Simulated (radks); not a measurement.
Neutral hydrogen, 1 electrons, occupied as 1s1.

All-electron calculation, non-relativistic Kohn-Sham, RPBE, spin-polarised, spherical densities, point nucleus; open shells are filled with parallel spins first. Program: a radial shooting solver on a logarithmic mesh with Libxc functionals.

Energy parts (eV):
| part | energy |
|---|---|
| total | -13.749 |
| kinetic | 13.608 |
| electron-nucleus | -27.195 |
| Hartree | 8.394 |
| exchange-correlation | -8.557 |

Orbitals (lengths in bohr, moments of r in powers of bohr):
[
 {"orbital": "1s up", "occ.": "1", "eigenvalue (eV)": "-7.6455", "<r^2>": "3.218", "<1/r>": "0.9994"}
]

The highest occupied level is 1s up at -7.645 eV. For comparison, the ionisation energy in NIST's Atomic Spectra Database is 13.598 eV (theoretical). In exact Kohn-Sham theory the highest level is minus the ionisation energy, but local and semilocal functionals leave it too shallow, through self-interaction and a potential that decays too fast; potentials with the right tail come closer. The spin density at the nucleus is 0.3328 e/bohr^3 (1s 0.3328), a Fermi contact field of 17.4 T. Summed over all electrons, <r^2> = 3.218 bohr^2, which gives a Langevin (diamagnetic) susceptibility term of -2.55 x 10^-6 cm^3/mol. Spin moment in Bohr magnetons: 1. Virial ratio -V/T = 2.01037. The density falls to 0.001 e/bohr^3 at r = 2.90 bohr. The electron density at the nucleus is 0.3328 e/bohr^3.
